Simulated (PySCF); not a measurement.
# How methods differ on the ionisation energy of Rh²⁺

Rh²⁺ [Kr] 4d7 (4F) → Rh³⁺ [Kr] 4d6 (5D), as a difference of total energies. All numbers are calculated (PySCF 2.14, the spin-free X2C one-electron Hamiltonian (Gaussian nucleus), in x2c-TZVPPall). Correlated levels: valence and next inner shell: [Ar] 3d10 frozen. The calculations carry no spin-orbit coupling.

```json
{"method": "UHF", "ionisation energy (eV)": "29.354"}
{"method": "MP2 (valence and next inner shell)", "ionisation energy (eV)": "30.685"}
{"method": "SCS-MP2 (valence and next inner shell)", "ionisation energy (eV)": "30.679"}
{"method": "CCSD (valence and next inner shell)", "ionisation energy (eV)": "30.589"}
{"method": "CCSD(T) (valence and next inner shell)", "ionisation energy (eV)": "30.638"}
```

**Question.** How much does correlation contribute at CCSD(T) (valence and next inner shell)?

**Answer.** 30.638 − (29.354) = 1.284 eV, measured against UHF.

The reference lies between the lowest fine-structure levels, while these numbers refer to the centres of the terms.

Errors of the correlated levels include the incompleteness of this basis and the frozen core.

For comparison: 31.06 eV (semi-empirical (NIST evaluation); NIST Atomic Spectra Database, ionization energies).
